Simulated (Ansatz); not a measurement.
Start from `[CH3][Hf]([OH])([F])[Br]` and change one atom or group to get `C[N](C)[Hf]([CH3])([OH])[F]`.

Ansatz, PBE0-D4/def2-TZVP geometries, multiplicity 1. Each molecule was computed in one conformer, which needn't be the lowest.

Elements past krypton have def2 core potentials. Scalar relativity is left out up to krypton.

```tsv
property	`[CH3][Hf]([OH])([F])[Br]`
HOMO–LUMO gap (B3LYP/def2-TZVPP) / eV	6.73
size of the dipole moment (ωB97M-V/def2-TZVPP) / D	2.68
HOMO energy (B3LYP/def2-TZVPP) / eV	-7.86
size of the dipole moment (PBE/def2-TZVPP) / D	2.61
HOMO energy (PBE0/def2-TZVPP) / eV	-8.11
LUMO energy (PBE/def2-TZVPP) / eV	-1.77
```

(1) Give the same properties after the change, and the shifts. (Best estimate.)

Results:

(1) Ansatz gave: 
| property | `C[N](C)[Hf]([CH3])([OH])[F]` | shift |
| --- | --- | --- |
| HOMO–LUMO gap (B3LYP/def2-TZVPP) / eV | 6.00 | -0.73 |
| size of the dipole moment (ωB97M-V/def2-TZVPP) / D | 2.09 | -0.59 |
| HOMO energy (B3LYP/def2-TZVPP) / eV | -6.30 | 1.56 |
| size of the dipole moment (PBE/def2-TZVPP) / D | 2.06 | -0.55 |
| HOMO energy (PBE0/def2-TZVPP) / eV | -6.50 | 1.61 |
| LUMO energy (PBE/def2-TZVPP) / eV | -0.70 | 1.07 |

With PBE0 the HOMO rises by 1.61 eV and the LUMO rises by 0.90 eV, so the gap narrows by about 0.71 eV. PBE moves the HOMO by 1.51 eV and ωB97M-V by 1.60 eV. Dipoles are sizes alone; their direction can turn.

B3LYP here is the variant with VWN-RPA as its local correlation; programs differ in this.

Spin–orbit coupling is left out; it splits and shifts lone-pair levels of the heavy atoms by tenths of an eV.
